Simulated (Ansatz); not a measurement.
```yaml
crystal:
  periodic: [false, false, false]
  atoms:
    - {symbol: C, position_ang: [1.242050, 0.364178, 1.199296]}
    - {symbol: N, position_ang: [0.430823, -0.214425, 0.156705]}
    - {symbol: C, position_ang: [0.781502, -1.577470, -0.164904]}
    - {symbol: Si, position_ang: [-0.943735, 0.515576, -0.527562]}
    - {symbol: O, position_ang: [-1.077399, 0.178771, -2.122794]}
    - {symbol: O, position_ang: [-0.758720, 2.116763, -0.217098]}
    - {symbol: O, position_ang: [-2.390312, -0.025448, 0.026436]}
    - {symbol: H, position_ang: [1.151931, -0.193683, 2.142758]}
    - {symbol: H, position_ang: [2.303471, 0.356618, 0.917585]}
    - {symbol: H, position_ang: [0.949080, 1.397634, 1.379923]}
    - {symbol: H, position_ang: [0.151647, -1.957050, -0.971530]}
    - {symbol: H, position_ang: [0.663648, -2.245068, 0.700295]}
    - {symbol: H, position_ang: [1.827114, -1.648301, -0.493468]}
    - {symbol: H, position_ang: [-0.373626, 0.520697, -2.675471]}
    - {symbol: H, position_ang: [-1.559246, 2.641326, -0.261898]}
    - {symbol: H, position_ang: [-2.421229, -0.252716, 0.955826]}
basis:
  gaussian: {orbitals: def2-mTZVP, nuclear_model: gaussian}
magnetization: {spin_polarized: true, initial_magnetization: 4}
hamiltonian: {xc: {name: B3LYP}, dispersion: d4}
output: {forces: true}
```

```sh
$ ansatz run in.yaml --threads 2 --pin off --events-out ev --progress --plain --max-ram 32768MiB --backend cpu
```

Shortened log:

```
Functional definition: B3LYP
1581 factors; their error is unknown
mean field evaluation 1: about -17706.1755 eV, gradient 6.7e1 eV
mean field evaluation 2: about -17686.4016 eV, gradient 9.6e1 eV
mean field evaluation 4: about -17722.1730 eV, gradient 2.4e1 eV
mean field evaluation 8: about -17724.5986 eV, gradient 6.6e-1 eV
mean field evaluation 16: about -17724.7268 eV, gradient 3.2e-1 eV
mean field evaluation 32: about -17724.7309 eV, gradient 4.5e-7 eV
mean field -17724.73093761 eV, -651.3718477029 hartree, gradient 4.5e-7 eV, S^2 6.013407; 8 other end points of the search recorded, 0 dependent functions left out
reference -17724.73126639 eV, -651.3718597856 hartree; 35, 31 occupied and 143, 147 virtual orbitals, 1581 factors
Total energy: -17725.34792632 eV, -651.3945216200 hartree
Atom 0 at     1.242050     0.364178     1.199296 Å, force     0.137807     0.950405     0.169045 eV/Å
Atom 1 at     0.430823    -0.214425     0.156705 Å, force     3.844802    -2.458236     2.126834 eV/Å
Atom 2 at     0.781502    -1.577470    -0.164904 Å, force    -0.059353    -0.556202    -0.751104 eV/Å
Atom 3 at    -0.943735     0.515576    -0.527562 Å, force    -1.633322     1.531925    -1.414811 eV/Å
Atom 4 at    -1.077399     0.178771    -2.122794 Å, force    -2.646295    -1.099616     0.539005 eV/Å
Atom 5 at    -0.758720     2.116763    -0.217098 Å, force     1.497436    -0.088170     0.607511 eV/Å
Atom 6 at    -2.390312    -0.025448     0.026436 Å, force    -0.931666     0.318999    -2.870913 eV/Å
Atom 7 at     1.151931    -0.193683     2.142758 Å, force    -0.350790    -0.238384    -0.119956 eV/Å
Atom 8 at     2.303471     0.356618     0.917585 Å, force    -0.079617    -0.249619    -0.203996 eV/Å
Atom 9 at     0.949080     1.397634     1.379923 Å, force    -0.092283    -0.080397    -0.008015 eV/Å
Atom 10 at     0.151647    -1.957050    -0.971530 Å, force    -0.029494     0.075299     0.016554 eV/Å
Atom 11 at     0.663648    -2.245068     0.700295 Å, force    -0.178101     0.297707     0.251041 eV/Å
Atom 12 at     1.827114    -1.648301    -0.493468 Å, force    -0.058099     0.264020     0.159526 eV/Å
Atom 13 at    -0.373626     0.520697    -2.675471 Å, force     2.259388     0.790016    -1.603486 eV/Å
Atom 14 at    -1.559246     2.641326    -0.261898 Å, force    -1.788761     1.390296    -0.245925 eV/Å
Atom 15 at    -2.421229    -0.252716     0.955826 Å, force     0.108347    -0.848045     3.348689 eV/Å
Dipole moment:     0.982274    -0.341672     0.356930 e Å
```

In this input the spin is set far too high for this molecule. The calculation finished and met its thresholds. The result belongs to that input, not to the molecule as meant.
